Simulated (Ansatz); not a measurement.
Reactions of CH$_{5}$FOSn (`O[CH](F)[SnH3]`).

Gas-phase electronic energies from Ansatz, PBE0-D4/def2-TZVP geometries. CCSD(T)/CBS is the MP2 limit (def2-TZVPP, def2-QZVPP) plus CCSD(T) − MP2 in def2-TZVPP, frozen cores. This one scheme is used for every species. Functionals use def2-TZVPP. def2 core potentials past Kr. For Sn outer-core shells are correlated without core-valence functions, which leaves a few kJ/mol of doubt a bond. One conformer a species, not always the lowest.

| reaction | CCSD(T)/CBS(def2) (kJ/mol) |
| --- | --- |
| `O[CH](F)[SnH3]` + H₂ → `O[CH2][SnH3]` + H–F | -77 |
| `O[CH](F)[SnH3]` + H₂ → `F[CH2][SnH3]` + H₂O | -77 |
| `O[CH](F)[SnH3]` + `CCS` → `CC[S][SnH3]` + `OCF` | ? |
| `O[CH](F)[SnH3]` + HCl → `OC(F)Cl` + `[SnH4]` | 3 |

Fill in the missing values. (Best estimate.)

Ansatz gave: `O[CH](F)[SnH3]` + `CCS` → `CC[S][SnH3]` + `OCF`: -105.7 kJ/mol.

Largest T1 diagnostic: 0.013, for `[SnH4]`.
